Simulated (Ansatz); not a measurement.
Reaction (formal exchange of groups at a B–C bond): `C=C(O)B(C)N` + `CNC=[Se]` → `CB(N)C=[Se]` + `C=C(O)NC`

Calculated with Ansatz (gas phase, PBE0-D4/def2-TZVP geometries, no zero-point term in ΔE). CBS: MP2 limit from def2 TZ/QZ plus the TZ coupled-cluster correction, frozen cores. Functionals use def2-TZVPP. B3LYP here is the variant with VWN-RPA as its local correlation; programs differ in this. For Se outer-core shells are correlated without core-valence functions, which leaves a few kJ/mol of doubt a bond. Scalar relativity is left out up to krypton. One conformer a species, not always the lowest.

| level | ΔE (kJ/mol) |
| --- | --- |
| B3LYP-D4 | 60.7 |
| B3LYP | 59.7 |
| HF/def2-QZVPP | 54.2 |
| HF/CBS(def2) | 54.2 |

(1) What does CCSD(T)/CBS give? (Best estimate.)

Largest T1 diagnostic among the species: 0.016.

Answers

(1) Ansatz gave: +51.9 kJ/mol. The listed levels differ from it by 8.8, 7.8, 2.3, 2.3 kJ/mol.

From PBE to PBE0 (25 % exact exchange), in def2-TZVPP and without D4, ΔE moves by −3.2 kJ/mol.
